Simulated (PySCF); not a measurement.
Isomers of C6H7PS, mass 142.001 u with the commonest isotopes. Method used: CAM-B3LYP/def2-SVPD in PySCF (dipole) on a GFN2-xTB geometry, gas phase. One conformer each, none proved a minimum here; rigid rotors.

Task: Order these by rotational constant A, smallest first.
A. `[cH:1]1[p:2][cH:3][c:4]([CH:5]2[CH2:6][CH2:7]2)[s:8]1` with C3–C4–C5–C6 149°
B. `[CH3:1][S:2][c:3]1[cH:4][cH:5][cH:6][p:7][cH:8]1` with C1–S2–C3–C4 -176°
C. `[cH:1]1[p:2][c:3]([CH:4]2[CH2:5][CH2:6]2)[cH:7][s:8]1` with P2–C3–C4–C5 36°

Result: B (3080 MHz), C (3509 MHz), A (3651 MHz).

Task: Order these by dipole moment, smallest first.
A. `[cH:1]1[p:2][cH:3][c:4]([CH:5]2[CH2:6][CH2:7]2)[s:8]1` with C3–C4–C5–C6 149°
B. `[CH3:1][S:2][c:3]1[cH:4][cH:5][cH:6][p:7][cH:8]1` with C1–S2–C3–C4 -176°
C. `[cH:1]1[p:2][c:3]([CH:4]2[CH2:5][CH2:6]2)[cH:7][s:8]1` with P2–C3–C4–C5 36°

Result: B (0.85 D), C (1.23 D), A (2.11 D).

```
        SMILES  point group  Ia (u·Å²)  Ib (u·Å²)  Ic (u·Å²)      κ  μa (D)  μb (D)  μc (D)
c1pc(C2CC2)cs1           Cs     144.03     500.26     604.82  -0.87    0.40    1.17    0.00
c1pcc(C2CC2)s1      near Cs     138.42     504.88     603.85  -0.88    2.11    0.08    0.01
    CSc1cccpc1      near Cs     164.09     519.96     680.53  -0.80    0.84    0.07    0.10
```
